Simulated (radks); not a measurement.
The numbers below are computed, except where a source is named.
Spherical quantum dot in the effective-mass picture: electrons in a parabolic well V = omega^2 r^2 / 2 with omega = 4.15, with a point charge +1 (a donor) at the centre, all in effective atomic units (hartree* = m*/eps^2 hartree, bohr* = eps/m* bohr), one dielectric constant everywhere. Level of theory: non-relativistic Kohn-Sham, LDA (Slater exchange, Perdew-Wang correlation), spin-polarised, spherical densities (a radial shooting solver with Libxc functionals). Levels are named by radial order and angular momentum (1s, 1p, 1d, 2s, ...), and open shells are averaged over m. Results are scaled to m* = 0.182 and eps = 11.6, for which hartree* = 36.8 meV and bohr* = 3.373 nm.

N = 24, configuration 1s2 1p6 1d10 2s2 1f(up 4, down 0). This is the lowest configuration that the search found. Occupied and some empty levels:

level,occupation,eigenvalue (meV),<r> (nm)
1s up,1,1039.6,2.169
1s down,1,1041.4,2.153
1p up,3,1150.9,3.002
1p down,3,1154.3,2.989
2s up,1,1247.1,3.148
2s down,1,1250.5,3.153
1d up,5,1256.4,3.539
1d down,5,1260.6,3.532
1f up,4,1365.9,3.957
1f down,0,1370.5,3.955
2p up,0,1376.7,3.587
2p down,0,1379.9,3.593
1g up,0,1480.2,4.310
1g down,0,1484.9,4.312
2d up,0,1500.0,3.991
2d down,0,1503.1,3.995

Energy (meV): total 20207.6, kinetic 4347.0, external 7124.1, Hartree 9612.1, exchange-correlation -875.64.

Electron density:

r (nm),n(r) (e/nm^3)
0.492,0.1506
1.02,0.1037
1.55,0.08034
2.08,0.07593
2.60,0.07625
3.13,0.06877
3.66,0.05134
4.19,0.03063
4.72,0.01448
5.24,0.005327
5.77,0.001542
6.30,0.0003461
6.83,0.00006155
